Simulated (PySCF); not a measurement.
C₃H, SMILES [C][C][CH+] (connectivity only; charge and spin as stated), charge +1, multiplicity 1. Atoms are numbered in the order given.

```xyz
4

H      0.0000     0.0000    -2.2248
C      0.0000     0.0000    -1.1417
C      0.0000     0.0000     0.0866
C      0.0000     0.0000     1.4259
```
Charge +1, spin multiplicity 1.

Coordinates come from a PBE0-D3(BJ)/def2-TZVP optimisation.

Method: PBE0/pcSseg-2 run with PySCF.

GIAO shieldings, no solvent; atoms alike by connectivity are averaged. δ = σ(ref) − σ: ¹H against TMS (σ = 31.54 ppm); ¹³C against TMS (σ = 186.1 ppm), references at their B3LYP-D3(BJ)/def2-TZVP geometries, non-relativistic.

```tsv
atoms	nucleus	count	δ (ppm)
H1	¹H	1	4.13
C4	¹³C	1	644.8
C3	¹³C	1	[?]
C2	¹³C	1	[?]
```

Q: Complete the blanks. (An estimate is asked for; the answer gives what the named calculation found.)

A: 
- C3, δ (ppm): 114.8
- C2, δ (ppm): 89.8
